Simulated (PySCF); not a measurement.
C₆H₇NO₂ (charge -1 and doublet state).
Cartesian coordinates in Å at the GFN2-xTB level; atoms count from 1:
```xyz
16
C6H7NO2 angstrom
C      2.474   -0.047    0.771
N      1.647   -0.592   -0.297
C      0.264   -0.280   -0.205
C     -0.251    0.950   -0.395
C     -1.657    1.254   -0.229
O     -2.148    2.414   -0.420
C     -2.406    0.119    0.208
C     -1.857   -1.114    0.374
O     -0.495   -1.415    0.121
H      2.230   -0.442    1.769
H      2.335    1.033    0.791
H      3.523   -0.265    0.556
H      1.732   -1.606   -0.315
H      0.428    1.749   -0.662
H     -3.459    0.236    0.433
H     -2.369   -1.984    0.756
```

The hyperfine couplings belong to this conformer and change with its torsions.

The species is `CNC1=C[C]([O-])C=CO1` [radical] (charge -1).

Theory: UKS B3LYP, pcH-1 on C H N O, non-relativistic, mean-field spin-orbit, GIAO in PySCF. Whether the extra electron is bound in the gas phase wasn't checked; a finite basis holds it in any case. The geometry wasn't refined by DFT: couplings that depend on bond lengths, twists or pyramidal angles can differ widely from those at the functional's own minimum, by a factor of two or more for some ions and for spin on atoms past the first row. No stability test was run, so a lower SCF solution isn't excluded.

(1) Where do the isotropic ENDOR lines of C1, C8, C3, C7, C4, C5, H16, H14, H15 and H13 fall at 3347.9 mT, to first order?

(2) Which pairs are centred on the nuclear Larmor frequency, and which on half the coupling?

(3) At what field would the lower line of C8 fall to zero frequency?

Answers

(1) ν± = |νn ± a/2|, one line for each electron-spin manifold; νn = |g_N| × 7.62259 MHz/T × B.

```tsv
nuclei	isotope	g_N	νn (MHz)	a_iso (MHz)	lower line (MHz)	upper line (MHz)
C1	13C	1.4048	35.85	50.62	10.54	61.16
C8	13C	1.4048	35.85	43.52	14.09	57.61
C3	13C	1.4048	35.85	25.49	23.11	48.59
C7	13C	1.4048	35.85	-25.24	23.23	48.47
C4	13C	1.4048	35.85	-23.38	24.16	47.54
C5	13C	1.4048	35.85	14.68	28.51	43.19
H16	1H	5.5857	142.55	-30.73	127.18	157.91
H14	1H	5.5857	142.55	4.80	140.14	144.95
H15	1H	5.5857	142.55	1.93	141.58	143.51
H13	1H	5.5857	142.55	1.44	141.82	143.27
```

The rows for 13C, of low natural abundance, apply to labelled samples.

(2) Centred on νn, since |a| < 2νn: C1, C8, C3, C7, C4, C5, H16, H14, H15 and H13. No pair has |a| > 2νn.

(3) Where νn = |a|/2, that is B = 21.76 MHz/(1.4048 × 7.62259 MHz/T) = 2030 mT, as far as first order holds there.

Largest spin populations (Mulliken): C8 (+0.43), C5 (+0.25), O6 (+0.23) and C3 (+0.20). Four atoms exceed +0.15.

The run took 2.4 min of wall time (with the writing of density and orbital grids) on Arm Neoverse N1, one thread (shared host), and the process peaked at 1.1 GiB of memory.

The SMILES draws the unpaired electron on C5; the largest computed Mulliken spin population is on C8 (0.43 against 0.25).
